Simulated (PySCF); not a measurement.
UHF on F (fluorine, neutral)

Configuration: [He] 2s2 2p5, 2P determinant. All numbers are calculated (PySCF 2.14, the non-relativistic Hamiltonian (point nucleus), in aug-cc-pwCVQZ (9s8p6d4f2g, 109 functions)).

| Quantity | Value |
| --- | --- |
| Total energy | -99.414112 hartree |
| One-electron energy | -139.2409 hartree |
| Hartree (Coulomb) energy | 49.8702 hartree |
| Exchange energy | -10.0434 hartree |
| Kinetic energy | 99.41024 hartree |
| ⟨S²⟩ | 0.7542 |
| ⟨L²⟩ | 2.013 |
| Sum of ⟨r⟩ | 7.783 bohr |
| Sum of ⟨r²⟩ | 10.26 bohr² |
| Traceless quadrupole moment −½Σ⟨3z² − r²⟩ along its main axis | 0.676 e·bohr² |
| Density at the nucleus (Gaussians lack the cusp) | 440 bohr⁻³ |
| Spin density at the nucleus | 0.119 bohr⁻³ |
| Langevin diamagnetic susceptibility | -8.13 ×10⁻⁶ cm³/mol |

```
shell  electrons  mean orbital energy (eV)  spread (eV)  rms radius, mean of both spins (bohr)
 1s α          1                   -718.59            0                                  0.204
 1s β          1                   -717.29            0                                  0.204
 2s α          1                   -45.525            0                                   1.10
 2s β          1                   -40.205            0                                   1.10
 2p α          3                   -20.943        3.095                                   1.24
 2p β          2                   -18.504            0                                   1.24
```

Spin-orbit constants ζ (cm⁻¹) from the X2C one-electron operator on these orbitals (non-relativistic here): bare nucleus, nucleus screened by l(l+1)(2l+1)/3 electrons, and screened by the Breit-Pauli mean field of the electrons.

```tsv
shell	bare	screened nucleus	mean field
2p	410.8	319.5	279.0
```

To first order the Landé constant is A = -279.0 cm⁻¹, so the lowest level has J = 3/2 and lies 0.0173 eV below the centre of the term.
